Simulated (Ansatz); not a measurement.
`O=COCC1CO1` + `BS` → `BSC=O` + `OCC1CO1`  (substitution at a C–O bond)

Calculated with Ansatz (gas phase, PBE0-D4/def2-TZVP geometries, no zero-point term in ΔE). CBS: MP2 limit from def2 TZ/QZ plus the TZ coupled-cluster correction, frozen cores. This one scheme is used for every species. Functionals use def2-TZVPP. B3LYP here is the variant with VWN-RPA as its local correlation; programs differ in this. Each species was taken in one conformer, which may not be the lowest.

| level | ΔE (kJ/mol) | difference from CCSD(T)/CBS |
| --- | --- | --- |
| r2SCAN-D4 | 44.6 | 2.1 |
| PBE0-D4 | 43.4 | 0.9 |
| B3LYP-D4 | 44.6 | 2.1 |
| ωB97X-V | 51.8 | 9.3 |
| ωB97M-V | 48.2 | 5.7 |
| B2PLYP | 44.9 | 2.4 |
| PBE0 | 42.1 | -0.4 |
| B3LYP | 43.0 | 0.5 |
| HF/def2-TZVPP | 59.6 | 17.1 |
| SCS-MP2/def2-TZVPP | 46.3 | 3.8 |
| CCSD/def2-TZVPP | 49.7 | 7.2 |
| CCSD(T)/def2-TZVPP | 47.9 | 5.4 |
| HF/def2-QZVPP | 58.7 | 16.2 |
| MP2/def2-QZVPP | 41.3 | -1.2 |
| HF/CBS(def2) | 58.5 | 16.0 |
| MP2/CBS(def2) | 39.4 | -3.1 |
| CCSD(T)/CBS | 42.5 | 0 |

Largest T1 diagnostic among the species: 0.018.

From PBE to PBE0 (25 % exact exchange), in def2-TZVPP and without D4, ΔE moves by +5.1 kJ/mol. In def2-TZVPP, CCSD(T) changes the Hartree–Fock value by −11.7 kJ/mol (the triples alone add −1.8 kJ/mol) and MP2 by −14.9 kJ/mol.
